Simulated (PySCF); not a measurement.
Computed with PBE-D3(BJ)/def2-TZVP // B3LYP-D3(BJ)/def2-TZVP (PySCF). Isolated molecules, 0 K electronic values unless said otherwise. 

Reference species (SMILES): `N(C)=C=C` (neutral, multiplicity 1).

```json
{
  "HOMO": "-5.42 eV",
  "HOMO–LUMO gap": "4.52 eV",
  "dipole_moment": "1.37 D"
}
```

Changed species: `CC#CN`.

Problem. Predict the effect on the HOMO, HOMO–LUMO gap and dipole moment.

Solution. the HOMO increases by 0.60 eV, to -4.82 eV; the HOMO–LUMO gap rises by 0.43 eV, to 4.95 eV; the dipole moment falls by 0.07 D, to 1.30 D.
